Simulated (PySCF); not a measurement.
Computed structure and properties of [YbI2]+

System: [YbI2]+ (singlet in the valence; each metal's 4f electrons, 13 of them, lie in its core potential, out of spins and levels); start: template (C2v). Method: PySCF 2.14.0, RKS PBE0, Yb lcecp-1-SVP with ECP59, I def2-SVP with ECP28; non-relativistic Hamiltonian with scalar-relativistic core potentials where named; density fitting; no spin-orbit coupling.

Input of the relaxation:

```python
mol = gto.M(atom='''
Yb     0.00000     0.00000    -0.70272
I      2.64640    -0.00000     0.48158
I     -2.64640     0.00000     0.48158''',
    basis={'Yb': 'lcecp-1-SVP', 'I': 'def2-SVP'},
    ecp={'Yb': 'lcecp-1-SVP', 'I': 'def2-SVP'},
    charge=1, spin=0)
mf = dft.RKS(mol, xc='PBE0')
mf.grids.atom_grid = (50, 194)  # f atoms: unpruned, at least (60, 302)
mf = mf.density_fit()  # fitting sets: Yb AutoAux, I def2-universal-JKFIT
mf.conv_tol = 1e-08; mf.max_cycle = 55
mf.kernel(dm0)  # dm0: converged density of the start geometry
# quasi-Newton relaxation in Cartesian coordinates to a largest gradient under 0.00045 Eh/bohr, steps kept in the point group
```

Run from Python with OMP_NUM_THREADS=2; the lines above give its settings. Where DIIS fails, smearing, a level shift and second-order steps follow.
It took 23 s on 2 threads of Arm Neoverse V2, with other jobs on the host, from the converged density of the start.

Course of the relaxation:

| step | energy above end (eV) | largest force component within the symmetry (eV/Å) |
| --- | --- | --- |
| 0 | 0.4510 | 1.630 |
| 1 | 0.1669 | 0.960 |
| 2 | 0.0626 | 0.547 |
| 3 | 0.0370 | 0.188 |
| 4 | 0.0146 | 0.242 |
| 5 | 0.0056 | 0.173 |
| 6 | 0.0004 | 0.018 |
| 7 | 0.0000 | 0.004 |

Relaxed geometry (C2v):

```xyz
3

Yb    0.0000    0.0000   -0.8856
I     2.2581    0.0000    0.5730
I    -2.2581    0.0000    0.5730
```

```tsv
contact	Å
Yb1–I2 (I)	2.688
Yb1–I3 (I)	2.688
```

On the finer grid (75, 302):

- HOMO: -12.08 eV
- LUMO: -7.95 eV
- Dipole about the centre of mass: 6.65 D
- Set of Mulliken populations of Yb1 outside the core potential: s 2.43, p 6.29, d 1.20, f 0.02
- D3(BJ) dispersion energy (not in the energies): -0.099 eV

```
atom  Mulliken (e)  Löwdin (e)  spin (e)
 Yb1          1.07        0.32      0.00
  I2         -0.04        0.34      0.00
  I3         -0.04        0.34      0.00
```

The 4f levels lie in the core potential and are missing. Their spin isn't counted.

On the grid (50, 194), as all that follows. Harmonic modes: a minimum within the noise of the softest modes; lowest 36 cm⁻¹ (negative: unstable), highest 224 cm⁻¹, zero-point energy 0.029 eV.

Taking off one I (charge -1, singlet; the rest: singlet) in vacuum, both parts rigid, costs 13.00 eV; the small basis without counterpoise inflates it. Most of it is the attraction of opposite charges; other ways to part are cheaper, and one spin state was tried for the rest.

Rigid scan of I along the line from its metal:

| distance to I2 (Å) | energy (eV) |
| --- | --- |
| 2.39 | 0.793 |
| 2.49 | 0.310 |
| 2.59 | 0.069 |
| 2.69 | 0.000 |
| 2.79 | 0.053 |
| 2.89 | 0.190 |
| 3.09 | 0.614 |
| 3.39 | 1.391 |
| 3.79 | 2.376 |
| 4.29 | 3.319 |

One start shape was tried, so this needn't be the lowest isomer.

An lcecp potential fixes the number of 4f electrons, so in runs with it no electron can move into or out of that shell.
